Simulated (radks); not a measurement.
Values are calculated unless marked as measured or tabulated.
Ionisation of Sr, [Kr] 5s2, to Sr+, [Kr] 5s1, under several functionals. Dirac Kohn-Sham, spin-unpolarised, spherical densities, finite nucleus; a radial shooting solver on a logarithmic mesh with Libxc functionals.

| functional | E(Sr) (hartree) | Exc (hartree) | IE (eV) | -e(HOMO) (eV) | <r> HOMO (bohr) | IE error (eV) |
|---|---|---|---|---|---|---|
| RPBE | -3180.02259 | -105.33599 | 5.803 | 3.484 | 4.378 | +0.108 |
| XLYP | -3180.63438 | -105.95278 | 5.826 | 3.391 | 4.316 | +0.131 |
| PBE | -3179.76593 | -105.07450 | 5.885 | 3.526 | 4.333 | +0.190 |
| BLYP | -3180.24908 | -105.56167 | 5.808 | 3.376 | 4.309 | +0.114 |
| LDA (Slater exchange, Perdew-Wang correlation) | -3176.08857 | -101.34097 | 6.058 | 3.641 | 4.273 | +0.364 |
| exchange-only LDA | -3172.63918 | -97.83584 | 5.215 | 2.842 | 4.409 | -0.480 |

NIST Atomic Spectra Database: 5.695 eV (measured). Closest: RPBE. The Delta-SCF values span 0.84 eV, the total energies 8.00 hartree. The highest occupied level is 5s1/2. Spin polarisation and multiplet splitting are left out, so open shells lie too high by an amount that depends on their filling.

Beside tabulated values, note that spin-unpolarised runs miss the spin-polarisation part of the exchange energy of open shells.
